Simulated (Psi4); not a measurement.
Relaxed torsion scan: H7GeNSi, SMILES N[SiH2][GeH3]. Scanned: dihedral H4–N1–Si2–Ge3; all other coordinates were relaxed at B3LYP-D3(BJ)/def2-SVP. Heavy atoms are numbered in the order of the SMILES N[SiH2][GeH3], hydrogens after them in the order of the atoms that carry them; the mirror image has the same energies with the sign of each dihedral reversed.

Levels of theory: PBE-D3(BJ)/def2-TZVP // B3LYP-D3(BJ)/def2-SVP (Psi4); MP2/cc-pVTZ = DF-MP2 (frozen core)/cc-pVTZ // B3LYP-D3(BJ)/def2-SVP (Psi4).

Energies relative to the lowest point of each profile, in kcal/mol:

```json
[
 {"φ / °": "-150", "PBE-D3(BJ)/def2-TZVP": "0.1"},
 {"φ / °": "-120", "PBE-D3(BJ)/def2-TZVP": "0.5"},
 {"φ / °": "-90", "PBE-D3(BJ)/def2-TZVP": "0.0"},
 {"φ / °": "-60", "PBE-D3(BJ)/def2-TZVP": "0.7"},
 {"φ / °": "-30", "PBE-D3(BJ)/def2-TZVP": "0.8"},
 {"φ / °": "0", "PBE-D3(BJ)/def2-TZVP": "0.7"},
 {"φ / °": "30", "PBE-D3(BJ)/def2-TZVP": "0.3"},
 {"φ / °": "60", "PBE-D3(BJ)/def2-TZVP": "0.0"},
 {"φ / °": "90", "PBE-D3(BJ)/def2-TZVP": "0.0"},
 {"φ / °": "120", "PBE-D3(BJ)/def2-TZVP": "0.5"},
 {"φ / °": "150", "PBE-D3(BJ)/def2-TZVP": "0.1"},
 {"φ / °": "180", "PBE-D3(BJ)/def2-TZVP": "0.1"}
]
```

### Question
What does MP2/cc-pVTZ give at the same points?

### Answer
-150: 0.3; -120: 0.9; -90: 0.5; -60: 0.9; -30: 0.9; 0: 0.8; 30: 0.3; 60: 0.0; 90: 0.6; 120: 0.9; 150: 0.3; 180: 0.0 (kcal/mol).
